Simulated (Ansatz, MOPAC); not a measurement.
Molecule: CH$_{3}$GeO$_{2}$, net charge 0, doublet state. SMILES: [GeH3][O][C]=O

Atoms: O1, C2, O3, Ge4, H5, H6, H7. Bonds: O1-C2, C2-O3, O3-Ge4, Ge4-H5, Ge4-H6, Ge4-H7.

Bond lengths (Å) and angles (degrees) optimised at AM1 with MOPAC; PM3 with MOPAC; PM7 with MOPAC; MNDO with MOPAC; HF/6-31G* with LANL2DZ past Ar with Ansatz (an electronic-structure program); B3LYP/LANL2DZ with Ansatz, each started from the B3LYP-D3(BJ)/def2-TZVP structure (Ansatz) of the last column. A row stands for all coordinates that are equal there; 10 of 11 kinds are shown. 6-31G* holds six Cartesian d functions. No wavenumbers were computed at MNDO, B3LYP/LANL2DZ, so these may be saddle points.

| coordinate | AM1 | PM3 | PM7 | MNDO | HF/6-31G* with LANL2DZ past Ar | B3LYP/LANL2DZ | B3LYP-D3(BJ)/def2-TZVP |
|---|---|---|---|---|---|---|---|
| O1-C2 | 1.198 | 1.182 | 1.163 | 1.202 | 1.174 | 1.226 | 1.188 |
| C2-O3 | 1.259 | 1.262 | 1.186 | 1.275 | 1.294 | 1.328 | 1.298 |
| O3-Ge4 | 1.930 | 1.845 | 1.959 | 1.831 | 1.822 | 1.876 | 1.876 |
| Ge4-H5 | 1.542 | 1.509 | 1.483 | 1.481 | 1.522 | 1.533 | 1.528 |
| Ge4-H6 | 1.543 | 1.508 | 1.480 | 1.481 | 1.524 | 1.539 | 1.530 |
| O1-C2-O3 | 147.5 | 145.6 | 179.0 | 137.3 | 130.8 | 132.9 | 132.2 |
| C2-O3-Ge4 | 121.1 | 124.0 | 147.6 | 146.8 | 120.6 | 130.8 | 118.9 |
| O3-Ge4-H5 | 100.0 | 105.8 | 93.4 | 106.0 | 102.7 | 101.8 | 101.2 |
| O3-Ge4-H6 | 105.1 | 111.7 | 100.2 | 107.1 | 108.1 | 107.6 | 106.9 |
| H5-Ge4-H6 | 114.8 | 109.3 | 118.0 | 112.3 | 112.4 | 113.2 | 113.6 |

Mean signed difference of all 6 bond lengths from B3LYP-D3(BJ)/def2-TZVP: AM1 0.011 Å, PM3 -0.023 Å, PM7 -0.033 Å, MNDO -0.033 Å, HF/6-31G* with LANL2DZ past Ar -0.015 Å, B3LYP/LANL2DZ 0.015 Å.
